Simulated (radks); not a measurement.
Question: The carbon ion C4+, [He]. Calculated with a radial shooting solver on a logarithmic mesh with Libxc functionals: non-relativistic Kohn-Sham, LDA (Slater exchange, Perdew-Wang correlation), spin-polarised, spherical densities, point nucleus. Every spin shell is full or empty, so the densities are truly spherical. Functionals are evaluated on that one density, not self-consistently. Rank these exchange functionals by their error against the exact value of the orbitals, and give that value: LDA, B88, PBEsol, revPBE, PW86, OPTX, WC, AM05, B86b, G96, EV93, revTPSS, r2SCAN, Tao-Mo, TASK.

Answer: Exact: -3.49517 hartree. From best to worst, with 100 (|E| - |E exact|)/|E exact| (equal figures are ties): PW86 0.00, revTPSS +0.12, TASK +0.15, r2SCAN +0.15, G96 -0.17, Tao-Mo +0.21, revPBE -0.32, OPTX -0.40, B88 -0.59, B86b -0.83, WC -3.78, EV93 +4.08, PBEsol -6.10, AM05 -10.88, LDA -14.09.
